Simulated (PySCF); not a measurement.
## Spin-rotation constants: `CC(/C=N\[SiH3])=C\C=O`, C5H9NOSi

Geometry:
```
atom   x (Å)   y (Å)   z (Å)
  C1  -1.020   1.670  -0.955
  C2  -0.455   0.355  -0.528
  C3   0.739  -0.068  -1.286
  N4   1.758  -0.654  -0.860
 Si5   2.405  -1.196   0.637
  C6  -0.939  -0.448   0.435
  C7  -2.095  -0.199   1.284
  O8  -2.454  -0.940   2.167
  H9  -1.974   1.888  -0.487
 H10  -1.147   1.683  -2.037
 H11  -0.317   2.463  -0.699
 H12   0.712   0.193  -2.349
 H13   3.771  -0.682   0.570
 H14   1.764  -0.750   1.879
 H15   2.333  -2.650   0.515
 H16  -0.442  -1.392   0.620
 H17  -2.647   0.738   1.083
```

Computed with GIAO PBE0/pcSseg-1 magnetisability, rotational g tensor and spin-rotation constants, non-relativistic, gas phase in PySCF 2.14.0. Geometry: GFN2-xTB.

Problem. Give the nuclear spin-rotation constants along the inertial axes (H = +C I·J) beside the isotropic shieldings.

Solution. Rotational constants 2.1970, 1.0487, 0.7488 GHz. A star marks the isotopologue with that one atom substituted, in its own axes.
```tsv
atom	isotope	Caa (kHz)	Cbb (kHz)	Ccc (kHz)	mean (kHz)	σ (ppm)
N4	14N	0.572	0.312	0.040	0.308	-137.6
H9	1H	0.068	-0.099	-0.082	-0.038	28.5
H10	1H	-0.237	-0.011	-0.057	-0.102	29.6
H11	1H	-0.195	-0.105	-0.007	-0.102	29.8
H12	1H	-0.169	0.084	-0.049	-0.045	22.5
H13	1H	0.035	-0.093	-0.037	-0.032	26.5
H14	1H	-0.056	-0.064	-0.030	-0.050	26.7
H15	1H	-0.188	-0.045	0.003	-0.077	26.5
H16	1H	-0.050	-0.016	-0.069	-0.045	26.1
H17	1H	-0.003	0.019	-0.041	-0.008	21.2
C1	13C*	0.332	0.144	0.090	0.189	171.5
C2	13C*	1.115	0.357	0.154	0.542	30.7
C3	13C*	0.934	0.486	0.201	0.540	7.5
Si5	29Si*	-1.189	-0.543	-0.442	-0.725	416.3
C6	13C*	0.883	0.357	0.161	0.467	52.8
C7	13C*	1.093	0.469	0.203	0.589	-6.4
O8	17O*	-1.602	-1.133	-0.087	-0.941	-393.0
```
For the geometry as given, no vibrational averaging.

Problem. How do the rotational constants and the g tensor change when H9, H10, H11, H12, H13, H14, H15, H16, H17 are replaced by deuterium?

Solution. Constants 1.8733, 0.9587, 0.6783 GHz; g -0.0447, -0.0263, -0.0104, against -0.0509, -0.0293, -0.0115 before.
